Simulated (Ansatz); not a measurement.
Ge6Cl6 prismane (Ge₆Cl₆) was relaxed with PBE-D4 (def2-SVP) in Ansatz in these states: charge +1 doublet, neutral singlet. The geometries follow in no particular order.

A:

```xyz
12

Ge   -1.354    1.282   -0.658
Cl   -2.881    2.661   -1.428
Ge   -1.492   -1.297   -0.089
Cl   -3.169   -2.707   -0.241
Ge    0.212   -0.435   -1.919
Cl    0.385   -0.912   -4.056
Ge    1.969   -0.137   -0.142
Cl    4.159   -0.277   -0.238
Ge    0.402    1.582    1.119
Cl    0.892    3.304    2.392
Ge    0.266   -0.997    1.687
Cl    0.611   -2.067    3.574
```

B:

```xyz
12

Ge    1.014    0.874    1.608
Cl    1.787    2.022    3.264
Ge    0.458   -1.795    0.972
Cl    0.591   -3.743    1.891
Ge   -1.432    0.004    1.234
Cl   -3.264    0.112    2.371
Ge   -1.243    0.570   -1.305
Cl   -2.898    1.206   -2.537
Ge    1.202    1.439   -0.928
Cl    2.166    3.153   -1.817
Ge    0.649   -1.229   -1.563
Cl    0.969   -2.612   -3.189
```

Q: Judge from the bond lengths which geometry belongs to which state (an estimate).

A: A is the neutral singlet (Ge9–Ge11 2.645 Å, Ge1–Ge3 2.645 Å, Ge5–Ge7 2.516 Å); B is the charge +1 doublet (Ge9–Ge11 2.799 Å, Ge1–Ge3 2.799 Å, Ge5–Ge7 2.608 Å).
